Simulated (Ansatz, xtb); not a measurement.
## Relative energy of two isomers of C4H7ClSSi

Structure a is `S=C1C[SiH2][C@H](Cl)C1`, a singlet and structure b is `C#C[C@H](C)S[SiH2]Cl`, a singlet. Both are isolated molecules in the gas phase, relaxed with PBE0-D3(BJ)/def2-SVP; the shapes shown needn't be the lowest conformers.

a (Å):

```yaml
atoms:
  - { symbol: C, position_ang: [-1.4773, -1.1244, -1.2787] }
  - { symbol: C, position_ang: [-0.8811, -2.4979, -1.4448] }
  - { symbol: C, position_ang: [-0.0723, -0.9648, 0.7470] }
  - { symbol: C, position_ang: [-0.5597, -0.2140, -0.4927] }
  - { symbol: Cl, position_ang: [-1.3886, -1.0080, 1.9791] }
  - { symbol: S, position_ang: [-2.9379, -0.6781, -1.8202] }
  - { symbol: Si, position_ang: [0.1974, -2.7499, 0.1055] }
  - { symbol: H, position_ang: [-0.1993, -2.4696, -2.3156] }
  - { symbol: H, position_ang: [-1.6498, -3.2514, -1.6594] }
  - { symbol: H, position_ang: [1.6279, -2.9933, -0.2567] }
  - { symbol: H, position_ang: [-0.2707, -3.7937, 1.0559] }
  - { symbol: H, position_ang: [0.7896, -0.4771, 1.2206] }
  - { symbol: H, position_ang: [-1.0481, 0.7400, -0.2513] }
  - { symbol: H, position_ang: [0.3231, 0.0050, -1.1262] }
```

b (Å):

```json
{"atom": "C", "x (Å)": "1.3792", "y (Å)": "-0.1896", "z (Å)": "0.7632"}
{"atom": "C", "x (Å)": "0.7038", "y (Å)": "-0.5906", "z (Å)": "-0.1587"}
{"atom": "C", "x (Å)": "-0.0961", "y (Å)": "-1.0838", "z (Å)": "-1.2682"}
{"atom": "C", "x (Å)": "-0.3989", "y (Å)": "-0.0115", "z (Å)": "-2.3087"}
{"atom": "Cl", "x (Å)": "0.2418", "y (Å)": "-4.6019", "z (Å)": "-0.4322"}
{"atom": "S", "x (Å)": "-1.7192", "y (Å)": "-1.7741", "z (Å)": "-0.6805"}
{"atom": "Si", "x (Å)": "-1.0387", "y (Å)": "-3.3339", "z (Å)": "0.5970"}
{"atom": "H", "x (Å)": "1.9773", "y (Å)": "0.1663", "z (Å)": "1.5815"}
{"atom": "H", "x (Å)": "0.4357", "y (Å)": "-1.9246", "z (Å)": "-1.7433"}
{"atom": "H", "x (Å)": "0.5421", "y (Å)": "0.3855", "z (Å)": "-2.7167"}
{"atom": "H", "x (Å)": "-0.9611", "y (Å)": "0.8191", "z (Å)": "-1.8588"}
{"atom": "H", "x (Å)": "-0.9909", "y (Å)": "-0.4370", "z (Å)": "-3.1314"}
{"atom": "H", "x (Å)": "-2.2675", "y (Å)": "-4.0733", "z (Å)": "0.9883"}
{"atom": "H", "x (Å)": "-0.2903", "y (Å)": "-2.8407", "z (Å)": "1.7813"}
```

Problem. Which of the two would you expect CCSD(T)/def2-SVP + ΔMP2/def2-TZVPP electronic energies to favour?

Solution. Structure b; the calculation gives E(b) − E(a) = −12.6 kcal/mol.

Level by level:

```json
{"level": "GFN2-xTB", "geometry": "GFN2-xTB", "E(b) − E(a) (kcal/mol)": "−14.8", "departure from the last row (kcal/mol)": "−2.1", "job, with rough time for the two": "optimisation, 0.36 s"}
{"level": "HF/STO-3G", "geometry": "GFN2-xTB", "E(b) − E(a) (kcal/mol)": "+3.7", "departure from the last row (kcal/mol)": "+16.3", "job, with rough time for the two": "single point, 0.44 s"}
{"level": "r2SCAN-D4/def2-SVP", "geometry": "GFN2-xTB", "E(b) − E(a) (kcal/mol)": "−4.9", "departure from the last row (kcal/mol)": "+7.7", "job, with rough time for the two": "single point, 4.8 s"}
{"level": "PBE0-D3(BJ)/def2-SVP", "geometry": "PBE0-D3(BJ)/def2-SVP", "E(b) − E(a) (kcal/mol)": "−4.4", "departure from the last row (kcal/mol)": "+8.2", "job, with rough time for the two": "optimisation, 72 s"}
{"level": "HF/def2-SVP", "geometry": "PBE0-D3(BJ)/def2-SVP", "E(b) − E(a) (kcal/mol)": "−18.2", "departure from the last row (kcal/mol)": "−5.5", "job, with rough time for the two": "part of the CCSD(T) run"}
{"level": "MP2/def2-SVP", "geometry": "PBE0-D3(BJ)/def2-SVP", "E(b) − E(a) (kcal/mol)": "−11.2", "departure from the last row (kcal/mol)": "+1.4", "job, with rough time for the two": "part of the CCSD(T) run"}
{"level": "CCSD(T)/def2-SVP", "geometry": "PBE0-D3(BJ)/def2-SVP", "E(b) − E(a) (kcal/mol)": "−9.9", "departure from the last row (kcal/mol)": "+2.8", "job, with rough time for the two": "single point"}
{"level": "CCSD(T)/def2-SVP + ΔMP2/def2-TZVPP", "geometry": "PBE0-D3(BJ)/def2-SVP", "E(b) − E(a) (kcal/mol)": "−12.6", "departure from the last row (kcal/mol)": "", "job, with rough time for the two": "single point, 72 s"}
```

As drawn, b has 1 C≡C, 1 C–S, 1 S–Si, 1 Cl–Si in place of 1 C=S, 1 C–C, 2 C–Si, 1 C–Cl. Structure a has a 5-membered ring, b no ring.

HF/STO-3G puts the two in the other order. The largest departure from CCSD(T)/def2-SVP + ΔMP2/def2-TZVPP is that of HF/STO-3G, 16.3 kcal/mol. The last row adds to CCSD(T) the change of the MP2 difference between the two basis sets, here −2.8 kcal/mol.

With thermal terms from frequencies at re-optimised GFN2-xTB minima (ideal gas, soft modes damped towards free rotors, one conformer each, 298.15 K, 1 atm): the zero-point term adds −1.4 kcal/mol; ΔH is −12.8 and ΔG −15.5 kcal/mol.

The correlated steps freeze 19 core orbitals. Codes used: Ansatz 0.2.0, xtb 6.7.1; the last row on 4 threads of Arm Neoverse V2 on a shared host.
